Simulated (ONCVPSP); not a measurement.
## hydrogen: from the effect back to the setting (ONCV)

Base potential:

H, optimised norm-conserving Vanderbilt (ONCV), made with ONCVPSP 4.0.1 (LDA (Perdew-Zunger), scalar-relativistic). Core none, reference 1s1. Waves: 1s: rc 1.00 bohr, ncon 4, nbas 9, qcut 6.2 1/bohr, local. Local part: the s channel. Core correction: none.

Cutoffs, loose and tight: the cutoffs (Ha) at which the residual kinetic energy of the hardest occupied pseudo-wave falls to 1 and 0.1 mHa per electron. They do not see the model core or the augmentation charge, which bear on the density cutoff. Test errors are all-electron minus pseudo excitation energies from the reference, over the configurations 1s0.5; variants that change the core or the reference have their own tests.

Only the s radius is moved:

```json
{"s radius (bohr)": "0.7", "cutoff, loose": "24 Ha", "cutoff, tight": "256 Ha", "bound ghosts": "none"}
{"s radius (bohr)": "0.84", "cutoff, loose": "19 Ha", "cutoff, tight": "121 Ha", "bound ghosts": "none"}
{"s radius (bohr)": "0.96", "cutoff, loose": "16 Ha", "cutoff, tight": "68 Ha", "bound ghosts": "none"}
{"s radius (bohr)": "1.1", "cutoff, loose": "14 Ha", "cutoff, tight": "23 Ha", "bound ghosts": "none"}
{"s radius (bohr)": "1.16", "cutoff, loose": "13 Ha", "cutoff, tight": "20 Ha", "bound ghosts": "none"}
{"s radius (bohr)": "1.42", "cutoff, loose": "11 Ha", "cutoff, tight": "16 Ha", "bound ghosts": "none"}
```

Question: One more run gave cutoff, loose: 12 Ha; cutoff, tight: 17 Ha; bound ghosts: none. Which value of the s radius was used?

Answer: 1.3 bohr. The loose cutoff moves one way along this sweep, from 24 Ha at 0.7 to 11 Ha at 1.42 bohr, which places the run between 1.16 and 1.42 bohr.
